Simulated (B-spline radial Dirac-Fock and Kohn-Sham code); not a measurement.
**Dipole and non-dipole photoemission parameters of Pb⁴⁺ 5p3/2**

System: lead as Pb⁴⁺, [Xe] 4f14 5d10; threshold 130.6 eV (orbital energy of the model). Method: Dirac-Hartree-Slater photoionisation with a Latter tail; cross sections with all multipoles, angular parameters from the dipole term and its interference with E2. Computed with a B-spline atomic structure program.

For linearly polarised light dσ/dΩ = σ/(4π) [1 + β P₂(cos θ) + (δ + γ cos²θ) sin θ cos φ], with θ from the polarisation vector and φ the angle between the beam and the projection of the electron momentum on the plane normal to the polarisation.

| hν (eV) | σ (kb) | β | γ | δ |
| --- | --- | --- | --- | --- |
| 150 | 321 | 0.067 | 0.382 | -0.047 |
| 164 | ? | ? | ? | ? |
| 216 | 191 | -0.315 | -0.011 | 0.011 |
| 227 | 181 | -0.274 | -0.044 | 0.019 |
| 311 | 132 | 0.128 | -0.064 | 0.047 |
| 492 | 82.2 | 0.737 | 0.153 | 0.040 |
| 525 | 76.2 | 0.806 | 0.184 | 0.037 |
| 611 | 63.6 | 0.955 | 0.245 | 0.030 |
| 651 | 58.8 | 1.013 | 0.265 | 0.027 |
| 726 | 51.2 | 1.105 | 0.292 | 0.022 |
| 733 | 50.6 | 1.113 | 0.294 | 0.021 |
| 832 | 42.8 | 1.207 | 0.310 | 0.015 |
| 1080 | 29.6 | 1.366 | 0.296 | 0.006 |
| 1253.6 | 23.7 | 1.442 | 0.264 | 0.002 |
| 1280 | 23.0 | 1.451 | 0.259 | 0.001 |
| 1486.9 | 18.3 | 1.515 | 0.212 | -0.001 |
| 2600 | 7.17 | 1.681 | 0.007 | -0.001 |
| 2790 | 6.32 | 1.695 | -0.012 | 0.000 |
| 2830 | 6.16 | 1.698 | -0.016 | 0.000 |
| 2984.4 | 5.59 | 1.707 | -0.027 | 0.001 |
| 3230 | 4.83 | 1.720 | -0.040 | 0.002 |
| 5414.7 | 1.75 | 1.765 | 0.042 | 0.011 |
| 5820 | 1.50 | 1.766 | 0.081 | 0.012 |
| 9251.7 | 0.542 | 1.749 | 0.498 | 0.021 |
| 11600 | 0.318 | 1.725 | 0.804 | 0.027 |
| 12000 | 0.293 | 1.720 | 0.855 | 0.028 |
| 12300 | 0.276 | 1.717 | 0.893 | 0.029 |

Task: Give the values at 164 eV.

Result: σ = 275 kb, β = -0.172, γ = 0.310, δ = -0.040.
